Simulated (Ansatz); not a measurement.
One change: `C=C(O)[SiH2]O` becomes `C=C(F)[SiH2]O`.

Ansatz, PBE0-D4/def2-TZVP geometries, multiplicity 1. Each molecule was computed in one conformer, which needn't be the lowest.

| property | `C=C(O)[SiH2]O` |
| --- | --- |
| LUMO energy (PBE/def2-TZVPP) / eV | -1.14 |
| HOMO energy (ωB97M-V/def2-TZVPP) / eV | -9.32 |
| HOMO–LUMO gap (ωB97M-V/def2-TZVPP) / eV | 11.01 |
| LUMO energy (PBE0/def2-TZVPP) / eV | -0.20 |
| HOMO energy (PBE0/def2-TZVPP) / eV | -7.06 |
| size of the dipole moment (PBE/def2-TZVPP) / D | 2.03 |

Question: What does the change do to each property? (Best estimate.)

Answer: Ansatz gave: 
| property | `C=C(F)[SiH2]O` | shift |
| --- | --- | --- |
| LUMO energy (PBE/def2-TZVPP) / eV | -1.35 | -0.21 |
| HOMO energy (ωB97M-V/def2-TZVPP) / eV | -10.03 | -0.71 |
| HOMO–LUMO gap (ωB97M-V/def2-TZVPP) / eV | 11.60 | 0.59 |
| LUMO energy (PBE0/def2-TZVPP) / eV | -0.39 | -0.19 |
| HOMO energy (PBE0/def2-TZVPP) / eV | -7.78 | -0.72 |
| size of the dipole moment (PBE/def2-TZVPP) / D | 1.75 | -0.28 |

With PBE0 the HOMO falls by 0.72 eV and the LUMO falls by 0.19 eV, so the gap widens by about 0.53 eV. PBE moves the HOMO by -0.69 eV and ωB97M-V by -0.71 eV. Dipoles are sizes alone; their direction can turn.
